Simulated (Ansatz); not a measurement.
```yaml
crystal:
  periodic: [false, false, false]
  atoms:
    - {symbol: Cl, position_ang: [-2.615892, 1.904335, -0.825554]}
    - {symbol: Si, position_ang: [-0.759491, 1.347057, -0.120466]}
    - {symbol: C, position_ang: [-0.516504, -0.480658, -0.295945]}
    - {symbol: Ge, position_ang: [1.228118, -1.102575, 0.359237]}
    - {symbol: H, position_ang: [0.251381, 2.094444, -0.906937]}
    - {symbol: H, position_ang: [-0.689215, 1.757478, 1.302786]}
    - {symbol: H, position_ang: [-0.606611, -0.763831, -1.348265]}
    - {symbol: H, position_ang: [-1.297039, -1.009939, 0.257525]}
    - {symbol: H, position_ang: [2.357726, -0.408778, -0.419855]}
    - {symbol: H, position_ang: [1.374048, -0.771557, 1.853662]}
    - {symbol: H, position_ang: [1.338977, -2.623076, 0.164412]}
basis:
  gaussian: {orbitals: ANO-RCC-VTZP, final_grid: {core_spheres: 5, valence_spheres: 4, degree: 11}}
hamiltonian: {xc: {name: B3LYP-D3}}
scf: {lower_state_search: full}
```

```sh
$ ansatz run in.yaml --threads 4 --pin off --events-out ev --progress --plain --max-ram 10444MiB
```

Output, abridged:

```
Error: YAML parse error: error: line 17 column 19: hamiltonian.xc: no functional is named "B3LYP-D3"; the names, which are not case-sensitive, are SVWN5, SPW92, PBE, PBE0, PBEsol, revPBE, revPBE0, RPBE, rPW86-PBE, HSE06, wPBEh, LC-wPBE, HISS, HF, BLYP, B3LYP, B3LYP5, BHLYP, CAM-B3LYP, r2SCAN, r2SCANh, r2SCAN0, r2SCAN50, m-r2SCAN, B97, wB97, wB97X, wB97X-V, B97M-V, wB97M-V, B2PLYP, B2GP-PLYP, PBE0-DH, PBE-QIDH
15 | basis:
16 |   gaussian: {orbitals: ANO-RCC-VTZP, final_grid: {core_spheres: 5, valence_spheres:…
17 | hamiltonian: {xc: {name: B3LYP-D3}}
18 | scf: {lower_state_search: full}
```

**Question.** Something in this input is off. What?

**Answer.** The method's name isn't one that the program takes here. The program refused the input.

HSE06 is defined as in plane-wave codes.
